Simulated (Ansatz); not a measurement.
Molecule: sum formula TaO₄H₃, net charge 0, singlet state. SMILES: [O]=[Ta]([OH])([OH])[OH]
Coordinates optimised at B3LYP-D3(BJ)/def2-TZVP (Ansatz, a quantum-chemistry and plane-wave program):
```xyz
8

Ta     0.0101     0.0075    -0.0094
O      1.1255     0.8388    -1.0427
O      0.9901    -0.9422     1.3418
H      1.9355    -1.0025     1.4945
O     -1.0177    -1.2305    -1.0574
H     -0.9866    -1.4222    -1.9972
O     -1.1595     1.2879     0.8155
H     -1.1928     2.2430     0.7286
```

Computed values are from Ansatz. Correlated levels leave the core frozen unless marked. Open shells are spin-unrestricted. Spin-orbit coupling is left out. Frozen are the shells of the preceding noble gas and the d and f shells that filled before the atom's block. Past Kr the def2 sets carry scalar-relativistic core potentials. CBS(X,Y): correlation extrapolated as X^-3; Hartree-Fock from the larger set. [CCSD(T)-MP2]/basis is that difference in the basis named.

### Question
What is the dipole moment at CCSD(T)/def2-SVPD?

### Answer
0.12 D.

### Question
What is the atomisation energy De at RI-MP2/CBS(def2-TZVPPD,def2-QZVPPD)+[CCSD(T)-MP2]/def2-TZVPPD?

### Answer
887.9 kcal/mol.

### Question
What is the total energy at RI-MP2/CBS(def2-TZVPPD,def2-QZVPPD)+[CCSD(T)-MP2]/def2-TZVPPD?

### Answer
-359.3234 Eh.

### Question
What is the T1 diagnostic at CCSD/def2-TZVPPD?

### Answer
0.021.
